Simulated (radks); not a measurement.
Results of a calculation; reference values are marked as such.
Problem. Numerical settings for neutral osmium, [Xe] 4f14 5d6 6s2. Level of theory: Dirac Kohn-Sham, PBE, spin-unpolarised, spherical densities, point nucleus; open shells fill j = l - 1/2 first (a radial shooting solver on a logarithmic mesh with Libxc functionals). The defaults (mesh step 0.008 in ln r, mesh end at 40 bohr or more with all orbitals vanishing there, Anderson mixing 0.5 over 9 steps, residual threshold near 1e-9 with the energy settled to 1e-9 hartree or 1e-11 of itself, here a cap of 64 iterations) give E = -17281.833 hartree and 5d5/2 at -5.672 eV in 15 iterations. Run on one thread of a shared host, so times are rough (Arm Neoverse N1): 0.26 s of CPU time, 0.26 s wall, 15 iterations on 2728 mesh points. One setting is changed at a time: mesh step in ln r 0.12; mesh step in ln r 0.003; mesh step in ln r 0.03; mesh end (bohr) 2; mesh end (bohr) 5; residual threshold 1e-13; residual threshold 0.1; mixing 1.5; linear mixing, mixing 0.8; linear mixing, mixing 0.5; mixing history 2; iteration cap 8. Which runs fail to converge, and which converge to a wrong energy?

Solution. Not converged within the cap: mesh step in ln r 0.12; linear mixing, mixing 0.8; iteration cap 8. Settled on a wrong energy, with an occupied level pushed above zero by the early mesh end: mesh end (bohr) 2 (+17.1 hartree). Apart from these: settings that end as converged yet miss the energy by more than 1 mhartree: mesh end (bohr) 5 (+0.129 hartree).
